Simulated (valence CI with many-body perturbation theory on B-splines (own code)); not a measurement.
Forbidden lines of Cd XLIV

Computed by relativistic CI+MBPT: three valence electrons over a frozen Dirac-Fock core [He], a basis of 11 s, 11 p, 9 d, 7 f, 5 g, 2 h, 1 i functions for each j, with the one-electron correlation potential Σ1, the two-electron term Σ2, the three-electron term Σ3, Breit, model QED; selected CI, second order for the rest (own B-spline code, finite nucleus).

No measured spectrum was set against this ion. As an estimate, large intervals hold to a few tenths of a per cent, small ones and those within an open d or f shell to about a per cent.

Lines 1 to 28 of 28 in falling wavelength, among levels below 4625.7 eV, chosen from the decays that carry over 1 % of a level's rate. Wavelengths and rates use the calculated energies. Electric multipoles are in the length gauge, E1 and E2 with the static RPA response of the core. S is in atomic units (e²a₀⁴ for E2 and M2, e²a₀⁶ for E3), for M1 in squared Bohr magnetons. Weak lines are less certain than strong ones. Lines between different terms over intervals too small for the method are left out, as are lines whose strength nearly cancels. The highest levels of a list are the least certain.

Levels are named by their leading jj configuration (3d3/2^4 stands for four electrons in 3d with j = 3/2), which in mixed levels can hold well under half, so a name can repeat and another be missing. Letters in brackets count levels of one name in rising energy.

```tsv
λ vac (nm)	Upper	Lower	Type	A (s⁻¹)	S (a.u.)
7.152	(2s 2p1/2 2p3/2) J=3/2 [a]	(2s 2p1/2^2) J=1/2	M1	3.91e+07	2.12e+00
5.795	(2s^2 2p3/2) J=3/2	(2s^2 2p1/2) J=1/2	M1	4.54e+07	1.31e+00
0.3272	(2s 2p3/2 3p3/2) J=7/2	(2s 2p3/2^2) J=3/2	E2	3.93e+09	1.05e-05
0.3265	(2s 2p3/2 3p1/2) J=3/2 [b]	(2s 2p3/2^2) J=3/2	E2	5.84e+10	7.74e-05
0.3247	(2s^2 3p1/2) J=1/2	(2s^2 2p3/2) J=3/2	E2	2.10e+11	1.35e-04
0.3217	(2s 2p3/2 3p3/2) J=7/2	(2s 2p3/2^2) J=5/2	E2	6.04e+10	1.49e-04
0.3210	(2s 2p3/2 3p1/2) J=3/2 [b]	(2s 2p3/2^2) J=5/2	E2	6.16e+10	7.50e-05
0.3207	(2s 2p3/2 3p3/2) J=1/2 [b]	(2s 2p3/2^2) J=3/2	E2	1.05e+11	6.37e-05
0.3204	(2s 2p1/2 3p3/2) J=5/2	(2s 2p1/2 2p3/2) J=5/2	E2	5.86e+10	1.06e-04
0.3175	(2s 2p3/2 3d5/2) J=9/2	(2s 2p3/2^2) J=5/2	M2	2.45e+09	7.07e-06
0.3175	(2s 2p3/2 3d5/2) J=9/2	(2s 2p3/2^2) J=5/2	E3	1.13e+08	1.17e-05
0.3154	(2s 2p3/2 3p3/2) J=1/2 [b]	(2s 2p3/2^2) J=5/2	E2	4.87e+10	2.71e-05
0.3055	(2s 2p3/2 3p3/2) J=7/2	(2s 2p1/2 2p3/2) J=5/2	E2	6.42e+10	1.22e-04
0.3045	(2s 2p1/2 3p3/2) J=5/2	(2s 2p1/2^2) J=1/2	E2	1.14e+11	1.60e-04
0.3034	(2s 2p3/2 3p3/2) J=7/2	(2s 2p1/2 2p3/2) J=3/2 [a]	E2	8.51e+10	1.56e-04
0.3030	(2s 2p3/2 3p3/2) J=1/2 [b]	(2s 2p1/2 2p3/2) J=3/2 [b]	E2	1.14e+11	5.21e-05
0.3017	(2s 2p3/2 3d5/2) J=9/2	(2s 2p1/2 2p3/2) J=5/2	M2	4.12e+08	9.19e-07
0.3017	(2s 2p3/2 3d5/2) J=9/2	(2s 2p1/2 2p3/2) J=5/2	E3	1.26e+08	9.09e-06
0.2996	(2s 2p3/2 3d5/2) J=9/2	(2s 2p1/2 2p3/2) J=3/2 [a]	E3	2.06e+08	1.42e-05
0.2941	(2p1/2 2p3/2 3d3/2) J=7/2	(2s 2p1/2 2p3/2) J=3/2 [b]	E2	1.19e+11	1.87e-04
0.2913	(2p1/2^2 3d3/2) J=3/2	(2s 2p1/2^2) J=1/2	E2	5.22e+11	3.91e-04
0.2911	(2p1/2 2p3/2 3d3/2) J=7/2	(2s 2p1/2 2p3/2) J=5/2	E2	2.41e+11	3.59e-04
0.2907	(2p1/2 2p3/2 3d5/2) J=7/2	(2s 2p1/2 2p3/2) J=5/2	E2	1.11e+11	1.64e-04
0.2899	(2p1/2 2p3/2 3d3/2) J=5/2 [a]	(2s 2p1/2 2p3/2) J=3/2 [a]	E2	2.75e+11	3.02e-04
0.2898	(2p1/2 2p3/2 3d5/2) J=9/2	(2s 2p1/2 2p3/2) J=5/2	E2	5.67e+11	1.04e-03
0.2898	(2p1/2 2p3/2 3d3/2) J=1/2 [a]	(2s 2p1/2 2p3/2) J=3/2 [a]	E2	4.99e+11	1.82e-04
0.2892	(2p1/2 2p3/2 3d3/2) J=7/2	(2s 2p1/2 2p3/2) J=3/2 [a]	E2	1.98e+11	2.87e-04
0.2888	(2p1/2 2p3/2 3d5/2) J=7/2	(2s 2p1/2 2p3/2) J=3/2 [a]	E2	3.62e+11	5.19e-04
```
